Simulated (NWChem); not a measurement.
Total energies of BrGe

```
Ge
Br 1 2.3542
```
Charge 0, spin multiplicity 2.

Program: NWChem. The geometry was optimised at UB3LYP/def2-SVP, a minimum by its harmonic frequencies.

Basis set: 6-311G** (88 functions).

| method | total energy (Ha) | relative cost |
|---|---|---|
| UHF | -4647.71456 | 1 |
| UMP2 | -4648.19507 | under 3 |
| UB2PLYP | -4650.33050 | under 3 |
| UPBE | -4650.39388 | under 3 |
| UB3LYP | -4651.16521 | under 3 |
| UM06-2X | -4651.15030 | under 3 |

Total energies of different functionals aren't comparable as a measure of quality: only differences taken within one method are. The cost column gives rough processor time relative to UHF; each entry includes its own SCF.

The Hamiltonian is non-relativistic. The correlated methods keep 18 core orbitals frozen. B3LYP has NWChem's definition, with VWN1-RPA local correlation. The Pople sets run with spherical d functions. This spin state was chosen for the runs; another may lie lower. The structure started from a generated list of species. The unpaired electrons of the parent sit in orbitals of symmetry b2 (C2v labels of the run); other states weren't searched. No SCF solution was tested for a lower state. Open-shell Hartree-Fock references start from PBE0 orbitals; any time given for them includes that run.
